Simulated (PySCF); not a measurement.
C6H4F3N.
Atom-mapped SMILES: `[N:1]#[C:2][C@@:3]12[CH2:4][C@@H:5]1[C@@H:6]2[C:7]([F:8])([F:9])[F:10]` (hydrogens: H11, H12 on C4; H13 on C5; H14 on C6)

Structure optimised with GFN2-xTB, isolated species.

Give the optimised bond lengths and angles.

| bond | length (Å) |
| --- | --- |
| N1≡C2 | 1.146 |
| C2–C3 | 1.395 |
| C3–C4 | 1.509 |
| C4–C5 | 1.492 |
| C5–C6 | 1.494 |
| C6–C7 | 1.517 |
| C7–F8, C7–F9, C7–F10 | 1.341 |
| C3–C5 | 1.503 |
| C3–C6 | 1.509 |
| C4–H11 | 1.081 |
| C4–H12 | 1.083 |
| C5–H13 | 1.069 |
| C6–H14 | 1.087 |

Bonds in one row agree within 0.01 Å and their mean is given. A selection of angles:
| angle | degrees |
| --- | --- |
| N1–C2–C3 | 179.1 |
| C2–C3–C4 | 132.4 |
| C2–C3–C5 | 135.5 |
| C2–C3–C6 | 130.5 |
| C4–C3–C5 | 59.4 |
| C4–C3–C6 | 96.8 |
| C5–C3–C6 | 59.5 |
| C3–C4–C5 | 60.1 |
| C4–C5–C6 | 98.2 |
| C3–C5–C4 | 60.5 |
| C3–C5–C6 | 60.5 |
| C5–C6–C7 | 121.6 |
| C3–C6–C5 | 60.0 |
| C3–C6–C7 | 120.8 |
| C6–C7–F8 | 110.5 |
| C6–C7–F9 | 113.5 |
| F8–C7–F9 | 106.6 |
| F8–C7–F10 | 106.4 |

Torsions: C2–C3–C4–C5 126° (anticlinal); C3–C4–C5–C6 49° (synclinal); C4–C5–C6–C7 61° (synclinal); C5–C6–C7–F8 145° (anticlinal); C2–C3–C5–C4 -121° (anticlinal); C2–C3–C6–C5 -126° (anticlinal).

Of the pairs four or more bonds apart, C7···H11 is among the closest relative to their van der Waals radii: 2.58 Å, 89 % of the sum of Bondi's values. The 3-membered ring C3–C4–C5 has internal angles of 59.4° to 60.5°. All 3 C–F bonds measure 1.340 to 1.343 Å. The 3-membered ring C3–C5–C6 has internal angles of 59.5° to 60.5°. The C–C distances run from 1.395 Å (C2–C3, drawn single) to 1.517 Å (C6–C7, drawn single), a spread of 0.122 Å.

Point group: C1 (no symmetry element, even within 0.4 Å). No frequency check.

The numbers are calculated, not measured.
